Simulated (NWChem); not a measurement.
Molecule: CF$_{3}$NOSi; SMILES O=C=N[Si](F)(F)F

```xyz
7

O      0.0005    -3.2992     0.0003
C     -0.0011    -2.1274    -0.0009
N     -0.0032    -0.9247    -0.0026
Si     0.0000     0.7505     0.0000
F     -0.1850     1.3035    -1.4734
F     -1.1829     1.3016     0.8989
F      1.3708     1.2975     0.5768
```
Atoms are numbered in this order, from 1.

Results from NWChem. Pople sets run with spherical d functions. The geometry was optimised at B3LYP/6-31G* (spherical d). Total energies compare along this basis series because the functional is fixed.

| level | basis functions | energy (Ha) | highest occupied level (eV) | orbital gap (eV) | dipole (D) |
|---|---|---|---|---|---|
| B3LYP/STO-3G | 39 | -747.1914 | -5.26 | 9.45 | 1.23 |
| B3LYP/3-21G | 67 | -753.2328 | -9.16 | 9.37 | 0.45 |
| B3LYP/6-31G* | 102 | -757.3255 | -9.31 | 9.29 | 0.13 |
| B3LYP/6-31+G* | 130 | -757.3596 | ___ | 8.90 | 0.15 |
| B3LYP/6-311G** | 134 | -757.4990 | -9.58 | 9.30 | 0.31 |
| B3LYP/6-311++G** | 162 | -757.5142 | -9.78 | 8.93 | 0.28 |

Q: What belongs in the gaps?

A: 
- B3LYP/6-31+G*, highest occupied level (eV): -9.71
